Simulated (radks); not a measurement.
Values are calculated unless marked as measured or tabulated.
Ionisation of Ir41+, [Kr], to Ir42+, [Ar] 3d10 4s2 4p5, under several functionals. Scalar-relativistic Kohn-Sham, spin-polarised, spherical densities, finite nucleus; open shells are filled with parallel spins first (spin-orbit coupling, left out, can overturn this in heavy ions); a radial shooting solver on a logarithmic mesh with Libxc functionals.

| functional | E(Ir41+) (hartree) | Exc (hartree) | IE (eV) | -e(HOMO) (eV) | <r> HOMO (bohr) | IE error (eV) |
|---|---|---|---|---|---|---|
| LDA (Slater exchange, VWN5 correlation) | -16747.1642 | -259.9444 | 2119.1 | 2091.9 | 0.3922 | +36.1 |
| Wu-Cohen GGA | -16756.3933 | -269.1479 | 2119.3 | 2092.3 | 0.3922 | +36.3 |
| BP86 | -16759.6534 | -272.4099 | 2119.6 | 2092.6 | 0.3922 | +36.6 |
| exchange-only PBE | -16755.6480 | -268.3953 | 2117.1 | 2090.2 | 0.3924 | +34.1 |
| PW91 | -16759.1604 | -271.9135 | 2119.5 | 2092.5 | 0.3923 | +36.5 |
| AM05 | -16748.0046 | -260.7971 | 2119.0 | 2091.9 | 0.3922 | +36.0 |
| exchange-only r2SCAN | -16757.7450 | -269.0492 | 2119.3 | 2093.0 | 0.3926 | +36.3 |
| BLYP | -16758.9920 | -271.7393 | 2119.0 | 2092.0 | 0.3923 | +36.0 |
| exchange-only B88 | -16756.9640 | -269.7097 | 2117.5 | 2090.5 | 0.3923 | +34.5 |
| r2SCAN | -16759.8430 | -271.1715 | 2121.1 | 2094.6 | 0.3926 | +38.1 |
| TASK exchange with Perdew-Wang LDA correlation | -16757.3619 | -268.0369 | 2121.7 | 2095.4 | 0.3923 | +38.7 |

NIST Atomic Spectra Database: 2083 eV (theoretical). Closest: exchange-only PBE. The Delta-SCF values span 4.60 eV, the total energies 12.68 hartree. The highest occupied level is 4p. Open shells are spherical and high-spin; term and fine-structure splittings are not resolved. Spin-orbit splitting is averaged out at the scalar-relativistic level.
